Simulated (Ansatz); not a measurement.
Cost and result for the atomization energy of C$_{2}$H$_{7}$Sn, SMILES `C[CH2][SnH2]` radical (10 atoms, 9 bonds).

Z-matrix (Å, degrees):
```
C
C 1 1.522
H 1 1.093 2 111.8
H 1 1.096 2 111.0 3 119.7
H 1 1.093 2 111.8 3 -120.5
Sn 2 2.169 1 111.6 3 60.2
H 2 1.092 1 111.5 3 -179.7
H 2 1.092 1 111.5 3 -59.8
H 6 1.726 2 108.8 1 -58.6
H 6 1.726 2 108.8 1 58.2
```

Total charge 0; spin multiplicity 2. Correlated methods include outer-core shells of Sn, which these sets cover unevenly. Sn: def2 effective core potential. The geometry is a stationary point of PBE0-D4/def2-TZVP. Program: Ansatz. All runs use 4 threads of an Arm Neoverse V2 on a shared host. Times are those of one run each, without the atoms' runs, and a repeat can differ threefold. Electronic energies, without spin–orbit coupling; frozen cores. CCSD(T)/CBS adds CCSD(T) − MP2 in def2-TZVPP to the MP2 limit, and its time is that of the two runs behind it. T1 = 0.013; ⟨S²⟩ of the reference is 0.75. With those shells the extrapolation isn't a true limit. HSE06 is the plane-wave form, built on full-range PBE exchange.

CCSD(T)/CBS is a level of theory with its own doubt, some kJ/mol a heavy atom from the limit and from the frozen cores, so smaller differences don't rank the functionals.

```
                             level  functions  wall time  atomization (kcal/mol)  difference from CCSD(T)/CBS  per bond
            LDA (SPW92)/def2-TZVPP        210      1.4 s                   872.7                         97.3      10.8
              revPBE-D4/def2-TZVPP        210      2.4 s                   765.9                         -9.5      -1.1
   PBE-D4/def2-TZVPP (with forces)        210      2.7 s                   780.4                          5.0       0.6
               HSE06-D4/def2-TZVPP        210      4.1 s                   774.3                         -1.1      -0.1
r2SCAN-D4/def2-TZVPP (with forces)        210        6 s                   775.3                         -0.1       0.0
             r2SCANh-D4/def2-TZVPP        210        6 s                   772.9                         -2.5      -0.3
                 B2PLYP/def2-TZVPP        210        6 s                   764.3                        -11.1      -1.2
                ωB97X-V/def2-TZVPP        210      9.5 s                   776.0                          0.6       0.1
                  CCSD(T)/def2-SVP         89       10 s                   737.7                        -37.7      -4.2
  ωB97M-V/def2-TZVPP (with forces)        210       13 s                   774.3                         -1.1      -0.1
                    MP2/def2-QZVPP        406       19 s                   764.5                        -10.9      -1.2
                CCSD(T)/def2-TZVPP        210    4.9 min                   759.9                        -15.5      -1.7
                 CCSD(T)/CBS(def2)          –    5.2 min                   775.4                          0.0       0.0
```

From BLYP to BHLYP (50 % exact exchange), in def2-TZVPP and without D4, the atomization energy moves by −4.2 kcal/mol: exact exchange takes away binding that semilocal exchange gives to molecules. Leaving LDA and LC-ωPBE aside and taking each functional with its dispersion term where it has one, the values, not all of them listed here, spread over 20.3 kcal/mol, from BHLYP-D4 to PBE-D4. LDA lies +96.5 kcal/mol from PBE without D4, its usual overbinding. In def2-TZVPP, CCSD(T) changes the Hartree–Fock value by +180.2 kcal/mol (the triples alone add +8.5 kcal/mol) and MP2 by +175.6 kcal/mol; breaking electron pairs costs correlation energy, which Hartree–Fock lacks.

Spin–orbit coupling would lower the free Sn atoms strongly, and the atomization energy with them, by more than many differences here. For some Ge, Se and Sn compounds the MP2-based and the directly extrapolated limit differ by 10 to 25 kJ/mol.
